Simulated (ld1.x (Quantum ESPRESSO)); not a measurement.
**Br: excitation energies, all-electron against PAW**

Br (Z = 35), PAW, made with ld1.x (Quantum ESPRESSO) 7.5 (PBE, scalar-relativistic). Core [Ar] 3d10, reference 4s2 4p5. Waves: 4s (bound): rcut 1.25, rcutus 1.55 bohr; 4s channel at -0.95 Ry: rcut 1.25, rcutus 1.55 bohr; 4p (bound): rcut 1.30, rcutus 1.70 bohr; 4p channel at 0.2 Ry: rcut 1.30, rcutus 1.70 bohr. Local part: all-electron potential smoothed inside 1.55 bohr (lloc = -1). Core correction: a·sin(br)/r model core, default radius (ld1.x builds one for every PAW set, though the input has nlcc=.false.). Augmentation charge: PSQ, inside the norm-conserving radii.

Energies are relative to the spin-unpolarised reference configuration 4s2 4p5; without spin polarisation the order of configurations can differ from experiment.

```
valence configuration  charge  ΔE all-electron (eV)  error AE − PS (meV)
              4s2 4p2      +3                69.297                  -53
              4s2 4p1      +4               115.321                 -184
            4s2 4p4.5    +0.5                 5.075                 +1.6
            4s2 4p5.3    -0.3                -1.963                 -1.0
              4s1 4p6       0                12.371                 -3.5
```

What are ΔE and the potential's error for 4s2 4p4?

ΔE = 12.554 eV all-electron; the error (AE − PS) is +2.4 meV.

What are ΔE and the potential's error for 4s2 4p3?

ΔE = 35.314 eV all-electron; the error (AE − PS) is -6.3 meV.

Levels in the configuration 4s2 4p4:

```tsv
level	all-electron (eV)	pseudo (eV)
4s	-30.395	-30.398
4p	-17.471	-17.469
```
